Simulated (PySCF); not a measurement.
## Electronic structure of B²⁺ (boron, charge +2) at the UHF level

Configuration: [He] 2s1, 2S determinant. Calculation: PySCF 2.14, in aug-cc-pVDZ; no relativity, point nucleus.

```
Total energy                                     : -23.371684 hartree
One-electron energy                              : -27.7039 hartree
Hartree (Coulomb) energy                         : 7.5491 hartree
Exchange energy                                  : -3.2169 hartree
Kinetic energy                                   : 23.18852 hartree
⟨S²⟩                                             : 0.7500
⟨L²⟩                                             : 0.000
Sum of ⟨r⟩                                       : 2.313 bohr
Sum of ⟨r²⟩                                      : 3.499 bohr²
Density at the nucleus (Gaussians lack the cusp) : 67.9 bohr⁻³
Spin density at the nucleus                      : 1.58 bohr⁻³
Langevin diamagnetic susceptibility              : -2.77 ×10⁻⁶ cm³/mol
Time after the integrals                         : 0.03 s of wall time on 1 thread of Neoverse-V2 (shared host)
```

| shell | electrons | mean orbital energy (eV) | rms radius, mean of both spins (bohr) |
| --- | --- | --- | --- |
| 1s α | 1 | -240.88 | 0.378 |
| 1s β | 1 | -239.49 | 0.378 |
| 2s α | 1 | -37.723 | 1.79 |
